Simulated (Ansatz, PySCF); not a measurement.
CH6ClFSi2, SMILES F[Si@H](Cl)C[SiH3]. Atoms are numbered in the order given.

```xyz
11

F      1.7782    -0.7208     0.8568
Si     0.9478    -0.2097    -0.4372
Cl     0.5192     1.7831    -0.1434
C     -0.6197    -1.1813    -0.5632
Si    -1.9169    -0.8311     0.7693
H      1.8445    -0.3232    -1.6124
H     -1.0737    -0.9958    -1.5521
H     -0.3490    -2.2514    -0.5283
H     -2.9701    -1.8901     0.7231
H     -2.5540     0.4955     0.5294
H     -1.2809    -0.8386     2.1195
```

Coordinates come from a PBE0-D3(BJ)/def2-SVP optimisation. The structure was generated by enumeration; whether it is a known compound was not checked. The values are those of a single conformer.

Two levels are set side by side: PBE-D3(BJ)/def2-SVP (Ansatz, a program for electronic structure) and PBE0-D3(BJ)/def2-SVP (Ansatz). Each level has its own optimised geometry; the coordinates shown are those of the second. Frequencies come from the Hessian of PySCF at each geometry. Differences are taken from unrounded values.

| quantity | PBE0-D3(BJ) | PBE-D3(BJ) | PBE-D3(BJ) minus PBE0-D3(BJ) |
|---|---|---|---|
| mean bond length (Å) | 1.559 | 1.570 | 0.011 |
| bond F1–Si2 (Å) | 1.620 | 1.636 | 0.015 |
| bond Si2–Cl3 (Å) | 2.059 | 2.075 | 0.015 |
| bond Si2–C4 (Å) | 1.848 | 1.861 | 0.013 |
| bond C4–Si5 (Å) | 1.892 | 1.904 | 0.012 |
| bond Si2–H6 (Å) | 1.483 | 1.495 | 0.013 |
| bond C4–H7 (Å) | 1.104 | 1.112 | 0.008 |
| bond C4–H8 (Å) | 1.104 | 1.112 | 0.008 |
| bond Si5–H9 (Å) | 1.494 | 1.505 | 0.010 |
| bond Si5–H10 (Å) | 1.491 | 1.501 | 0.010 |
| bond Si5–H11 (Å) | 1.492 | 1.503 | 0.010 |
| highest harmonic wavenumber (cm⁻¹) | 3137 | 3051 | -86 |
| mean harmonic wavenumber (cm⁻¹) | 1073 | 1038 | -34 |
| zero-point energy (kcal/mol) | 41.40 | 40.07 | -1.33 |

Exact exchange shortens and stiffens bonds; PBE has none. Differences between two approximate levels are no errors against the true value.
